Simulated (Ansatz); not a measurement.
Isolated molecules relaxed with PBE0-D4/def2-TZVP in Ansatz; ΔE leaves out vibrations. CBS: MP2 limit from def2 TZ/QZ plus the TZ coupled-cluster correction, frozen cores. This one scheme is used for every species. Elements past krypton have def2 core potentials. For Hf outer-core shells are correlated without core-valence functions, which leaves a few kJ/mol of doubt a bond. One conformer a species, not always the lowest.

Reaction (formal hydrolysis of the Hf–C bond): `[CH3][Hf]([NH2])([NH2])[NH2]` + H₂O → `[NH2][Hf]([NH2])([NH2])[OH]` + CH₄

`[CH3][Hf]([NH2])([NH2])[NH2]`:

```xyz
14

C    -1.990    0.067    0.047
Hf    0.253   -0.009   -0.006
N     0.969    1.497    1.169
N     0.846   -1.825    0.708
N     0.852    0.238   -1.940
H    -2.374    0.117    1.074
H    -2.383    0.944   -0.483
H    -2.441   -0.817   -0.419
H     0.674    1.662    2.122
H     1.623    2.221    0.908
H     1.493   -2.007    1.461
H     0.484   -2.710    0.376
H     1.455   -0.369   -2.478
H     0.539    0.991   -2.539
```

H₂O:

Z-matrix (Å, degrees):
```
O
H 1 0.960
H 1 0.960 2 105.1
```

`[NH2][Hf]([NH2])([NH2])[OH]`:

Cartesian coordinates in Å:
```
N -0.879 -1.512 0.840
Hf 0.169 0.115 0.177
N 1.227 -0.524 -1.453
N -1.223 1.478 -0.453
O 1.347 0.884 1.509
H -0.885 -2.416 0.391
H -1.401 -1.576 1.702
H 2.166 -0.896 -1.439
H 0.954 -0.376 -2.414
H -1.090 2.476 -0.537
H -2.191 1.263 -0.641
H 1.806 1.083 2.317
```

CH₄:

Cartesian coordinates in Å:
```
C 0.000 0.000 0.000
H 0.480 0.065 0.976
H 0.377 -0.873 -0.533
H 0.220 0.899 -0.574
H -1.078 -0.092 0.131
```

| level | ΔE (kcal/mol) |
| --- | --- |
| MP2/def2-TZVPP | -43.6 |
| HF/CBS(def2) | -45.9 |

(1) What does CCSD(T)/CBS give? (Best estimate.)

Largest T1 diagnostic among the species: 0.014.

Results:

(1) Computed: -42.5 kcal/mol. The listed levels differ from it by -1.1, -3.4 kcal/mol.

At CCSD(T), def2-SVP lies −6.1 kcal/mol from the extrapolated value and def2-TZVPP −0.5 kcal/mol. In def2-TZVPP, CCSD(T) changes the Hartree–Fock value by +3.2 kcal/mol (the triples alone add +0.3 kcal/mol) and MP2 by +2.6 kcal/mol. Leaving LDA and LC-ωPBE aside and taking each functional with its dispersion term where it has one, the values, not all of them listed here, spread over 3.8 kcal/mol, from CAM-B3LYP-D4 to revPBE-D4.

CCSD(T)/CBS has its own doubt, a few kJ/mol and more with outer-core shells, so smaller differences from it don't rank the levels.
